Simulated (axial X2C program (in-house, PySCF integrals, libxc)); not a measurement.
# Bond lengths and stretching modes, held linear, of ClGaCl⁺

Computed with an in-house all-electron X2C program for linear molecules (integrals from PySCF): two-component X2C with atomic mean-field Coulomb and Gaunt terms, Gaussian nuclei, basis Cl dyall-av3z, Ga dyall-v3z with contracted cores. Spin-free rows use the one-electron spin-free X2C Hamiltonian.

Masses Cl 34.969, Ga 68.926, Cl 34.969 u. States: 2c Ω = 0 (all partner blocks equally filled); spin-free M_S = 0, Λ = 0 (closed shell).

LDA, spin-free: energies above the lowest point

```csv
r(Cl–Ga) (Å),r(Ga–Cl) (Å),E (meV)
1.9705,1.9705,20.39
1.9705,2.0210,10.79
1.9705,2.0715,56.05
2.0210,1.9705,10.79
2.0210,2.0210,0.00
2.0210,2.0715,43.90
2.0210,2.1221,130.68
2.0715,1.9705,56.05
2.0715,2.0210,43.90
2.0715,2.0715,86.31
2.1221,2.0210,130.68
2.1221,2.1221,254.88
```

Q: Fit a quadratic surface with cubic terms in each bond: where is the minimum, and what are the two stretching wavenumbers?

A: At LDA, spin-free: bonds 2.004 and 2.004 Å; harmonic stretches 417.4 and 607.7 cm⁻¹; force constants 3.68, 3.68 and coupling -0.09 mdyn/Å.

The other levels and Hamiltonians give:

```
Hamiltonian  level  r(Cl–Ga) (Å)  r(Ga–Cl) (Å)  lower stretch (cm⁻¹)  upper stretch (cm⁻¹)
         2c   PBE0         2.019         2.019                 421.1                 608.6
         2c     HF         2.026         2.026                 438.4                 623.9
         2c    LDA         2.004         2.004                 417.2                 607.4
         2c    MP2         2.018         2.018                 430.6                 619.3
  spin-free   PBE0         2.018         2.018                 421.3                 608.8
  spin-free     HF         2.025         2.025                 438.6                 624.2
  spin-free    MP2         2.018         2.018                 430.8                 619.5
```

Each state is one determinant, the lowest of a limited PBE0 search; the stretches come from a fit to these few points and carry an uncertainty of a few per cent. Other orders of the atoms were not compared. MP2 freezes inner shells (threshold -2 hartree). The molecule was held linear; bending was not examined, so a bent shape may lie lower.
